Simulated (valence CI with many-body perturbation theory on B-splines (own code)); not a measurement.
## Which ion has this spectrum?

A relativistic CI+MBPT calculation for an atom or ion with 5 electrons gives these levels (eV):

| J | Parity | E | g |
| --- | --- | --- | --- |
| 1/2 | odd | 0.00 | 0.65 |
| 3/2 | odd | 68.80 | 1.33 |
| 1/2 | even | 90.53 | 2.47 |
| 3/2 | even | 135.83 | 1.70 |
| 5/2 | even | 154.29 | 1.46 |
| 3/2 | even | 189.12 | 0.90 |
| 1/2 | even | 197.65 | 1.10 |
| 5/2 | even | 224.77 | 1.32 |
| 1/2 | even | 270.94 | 1.74 |
| 3/2 | even | 272.25 | 1.24 |
| 3/2 | odd | 295.44 | 1.53 |
| 3/2 | odd | 348.73 | 1.32 |
| 5/2 | odd | 361.50 | 1.19 |
| 1/2 | odd | 387.10 | 0.65 |

The energies are calculated, and their last digits are not significant.

**Question.** Which is it?
A. Kr31+
B. Sr33+
C. Se29+
D. Rb32+

**Answer.** D. Rb32+, ground level (2s^2 2p1/2) J=1/2.
